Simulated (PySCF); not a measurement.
2-chlorobuta-1,3-diene (C₄H₅Cl), SMILES C(C=C)(=C)Cl. Geometry optimised at B3LYP-D3(BJ)/def2-SVP. One conformer was computed; it need not be the lowest.

Calculation: B3LYP-D3(BJ)/def2-SVP run with PySCF.

Harmonic wavenumbers (cm⁻¹): 158, 252, 391, 425, 525, 638, 669, 760, 895, 899, 949, 1013, 1027, 1234, 1303, 1384, 1430, 1656, 1713, 3150, 3158, 3162, 3257, 3266. Rotational constants (GHz): 5.356, 3.691, 2.185; symmetry number 1.

**Question.** Work out the zero-point energy and the ideal-gas rigid-rotor harmonic-oscillator thermochemistry at 298.15 K and 1 atm.

**Answer.** ZPE = ½ Σ hcν = ½ × 33313 cm⁻¹ = 199.26 kJ/mol. H − E(el) = 215.87 kJ/mol. Entropy in J/(mol K): translation 164.66, rotation 110.51, vibration 35.24, total 310.40. G − E(el) = 123.32 kJ/mol. Cp = 88.02 J/(mol K).
